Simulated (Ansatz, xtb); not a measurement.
**Relative energy of two isomers of C4H7FOS**

Structure I is `F[C@@]1(S)CCCO1`, a singlet and structure II is `F[C@@H]1CC[C@H](S)O1`, a singlet. Both are isolated molecules in the gas phase, relaxed with B3LYP/def2-SVP; each stands in its lowest conformer found.

Question: Estimate E(II) − E(I) at the level CCSD(T)/def2-SVP + ΔMP2/def2-TZVPP.

Answer: CCSD(T)/def2-SVP + ΔMP2/def2-TZVPP gives E(II) − E(I) = −2.1 kcal/mol, favouring structure II, but this leans on the basis-set step: CCSD(T) alone gives −0.8 kcal/mol.

How the difference moves with the method:

```csv
level,geometry,E(II) − E(I) (kcal/mol),departure from the last row (kcal/mol),"job, with rough time for the two"
B3LYP/def2-SVP,B3LYP/def2-SVP,−1.0,+1.1,"optimisation, 1.7 min"
HF/def2-SVP,B3LYP/def2-SVP,−1.8,+0.3,part of the CCSD(T) run
MP2/def2-SVP,B3LYP/def2-SVP,−0.8,+1.3,part of the CCSD(T) run
CCSD(T)/def2-SVP,B3LYP/def2-SVP,−0.8,+1.3,single point
CCSD(T)/def2-SVP + ΔMP2/def2-TZVPP,B3LYP/def2-SVP,−2.1,,"single point, 2.3 min"
```

As drawn, both hold the same kinds of bond in the same numbers.

The largest departure from CCSD(T)/def2-SVP + ΔMP2/def2-TZVPP is that of MP2/def2-SVP, 1.3 kcal/mol. No reliable frequencies are at hand for II, so it isn't confirmed as a minimum. Levels run at GFN2-xTB geometries aren't shown. The last row adds to CCSD(T) the change of the MP2 difference between the two basis sets, here −1.3 kcal/mol.

The correlated steps freeze 11 core orbitals. Codes used: Ansatz 0.2.0, xtb 6.7.1; the last row on 2 threads of Arm Neoverse V1 on a shared host.
